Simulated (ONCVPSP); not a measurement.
u(r) = r·R(r): atom against pseudo-atom (rubidium)

Columns: radius, all-electron u(r) and pseudo u(r) of the 4s shell (level -31.97 eV) of rubidium in the configuration [Ar] 3d10 4s2 4p6 5s1; LDA (Perdew-Wang 92), scalar-relativistic, ONCV scheme, ONCVPSP 4.0.1.

```
r (bohr)  all-electron  pseudo
   0.110        0.2995  0.0323
   0.220       -0.0514  0.0765
   0.330       -0.4415  0.1414
   0.440       -0.4437  0.2307
   0.550       -0.1983  0.3423
   0.660        0.1224  0.4681
   0.770        0.4197  0.5968
   0.880        0.6523  0.7155
   0.990        0.8116  0.8131
   1.100        0.9044  0.8815
   1.210        0.9429  0.9173
   1.320        0.9404  0.9213
   1.430        0.9091  0.8980
   1.540        0.8585  0.8535
   1.650        0.7966  0.7950
   1.760        0.7290  0.7287
   1.870        0.6599  0.6598
   1.980        0.5921  0.5920
   2.090        0.5274  0.5273
   2.200        0.4669  0.4669
   2.310        0.4113  0.4113
   2.420        0.3608  0.3608
   2.530        0.3154  0.3153
   2.640        0.2748  0.2747
   2.750        0.2387  0.2387
   2.860        0.2070  0.2069
```

Task: How many radial nodes do the two functions have?

Result: The all-electron 4s function has n − l − 1 = 3 (the table is too coarse to show those close to the nucleus); the pseudo-wave has 0, since the states of the same l below it are removed with the core.

Task: At about which radius was the pseudo-wave matched?

Result: 1.95 bohr. The columns agree to 0.0005 from 1.76 bohr on; several derivatives are matched, so the curves merge somewhat inside the radius.

Task: Where does each function peak?

Result: Outermost all-electron maximum near 1.21 bohr, pseudo maximum near 1.32 bohr (to the table’s step).

Task: Is the pseudo-wave norm-conserving?

Result: Yes: the ONCV scheme keeps the norm inside the radius equal to the all-electron one, which fixes the energy derivative of the logarithmic derivative at the level.
